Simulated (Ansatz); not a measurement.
**Ligand exchange: CHBrCl2 + GeH2(CH3)I → CHCl2I + GeH2(CH3)Br**

Species: CHBrCl2 (bromodichloromethane) `ClC(Cl)Br`, singlet; GeH2(CH3)I, singlet; CHCl2I (dichloroiodomethane) `ClC(Cl)I`, singlet; GeH2(CH3)Br, singlet. The partners trade Br for I: C–Br and Ge–I bonds give way to C–I and Ge–Br.

Shapes, held fixed at every level: PBE0-D4/def2-TZVP. Programs: Ansatz 0.2.0. The zero-point and thermal change to 298 K, harmonic and unscaled (PBE0-D4/def2-TZVP), is -0.3 kJ/mol.

```tsv
level	kind	ΔH(298 K) (kJ/mol)	less CCSD(T)/def2-TZVPP	CPU time (sum over the molecules)
SPW92/def2-TZVPP	LDA	-1.8	+5.3	14 s
PBE-D4/def2-TZVPP	GGA	-4.5	+2.6	24 s
BHLYP-D4/def2-TZVPP	global hybrid	-6.1	+1.0	33 s
PBE0-D4/def2-TZVPP	global hybrid	-3.6	+3.5	31 s
wB97X-V/def2-TZVPP	range-separated hybrid	-4.9	+2.2	75 s
CCSD(T)/def2-SVP	coupled cluster or CI	-1.3	+5.8	44 s
CCSD(T)/def2-TZVPP	coupled cluster or CI	-7.1	0.0	12 min
```

The highest level, CCSD(T)/def2-TZVPP, gives ΔH(298 K) = -7.1 kJ/mol; the levels span -7.1 to -1.3. The column of differences is taken from that level and isn't an error. No measured value is set beside it here. For atoms past krypton def2 sets carry core potentials with scalar relativity. Relativity is left out for Br, Ge. Outer-core shells of Br, Ge, I are correlated, in sets that cover them unevenly. Times are processor times on shared x86 and Arm servers, and rough.
